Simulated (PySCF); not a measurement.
Input of a run (PBE0-D3(BJ)/def2-SVP geometry optimisation, gas phase, def2 core potentials past Kr (PySCF 2.14.0)), started from GFN2-xTB:
```
{"job": {"xc": "PBE0", "basis": "def2-SVP", "d3": "d3bj", "grid": 1, "maxiter": 30, "shake": 0.01, "kind": "geom"}, "charge": 0, "multiplicity": 1}
Si    -1.071640     0.961450     0.480590
C     -0.902780    -0.895240     0.190200
O      0.403300    -1.305410    -0.091040
In     2.142440    -0.324690    -0.240050
H     -0.638280     1.677670    -0.754920
H     -2.511950     1.257530     0.740500
H     -0.239200     1.374690     1.626030
H     -1.517210    -1.200350    -0.651940
H     -1.249300    -1.436450     1.095450
H      2.338540     1.359420    -0.046750
H      3.284200    -1.494440    -0.578810
```

Output (energies in Eh, forces in Eh/bohr):
```
step   0  E = -596.68474036  max force = 0.017799
step   1  E = -596.68802980  max force = 0.004911
step   2  E = -596.68844097  max force = 0.001181
step   3  E = -596.68847935  max force = 0.000379
step   4  E = -596.68849549  max force = 0.000736
step   5  E = -596.68850116  max force = 0.000542
step   6  E = -596.68850655  max force = 0.000162
optimisation converged
```

Summarise the run.

The energy falls by 0.102 eV over 7 energy and gradient evaluations, the largest force component goes from 0.0178 to 1.6e-04 Eh/bohr, and the atoms move by 0.103 Å rms after alignment. The bond that changes most is In4–H11 (ends: indium bonded to O and 2 H; hydrogen on indium), which lengthens by 0.041 Å. Bonds longer at the end by more than 0.005 Å: 7 of 10; shorter: 1. Among the angles that change most is O3–In4–H10, from 125.1° to 116.1°. The energy never rose by more than 1e-6 Eh on the way. The first step brought 87 % of the lowering.

What are the final bond lengths?

Si1–C2 1.903 Å, C2–O3 1.392 Å, O3–In4 2.008 Å, Si1–H5 1.498 Å, Si1–H6 1.497 Å, Si1–H7 1.498 Å, C2–H8 1.111 Å, C2–H9 1.111 Å, In4–H10 1.717 Å, In4–H11 1.711 Å. Numbering counts from 1 in the input's order; the species is `[SiH3]C[O][InH2]`.

The run used 107 basis functions and 46 SCF cycles in all. The run took 28 s of wall time on Arm Neoverse V2, one thread, shared host, and the process peaked at 0.45 GiB of memory.

Stationary, but not proved a minimum. The numbers are those of one conformer.

Shape of the structure used: `[SiH3:1][CH2:2][O:3][InH2:4]`: Si1–C2–O3–In4 2°.
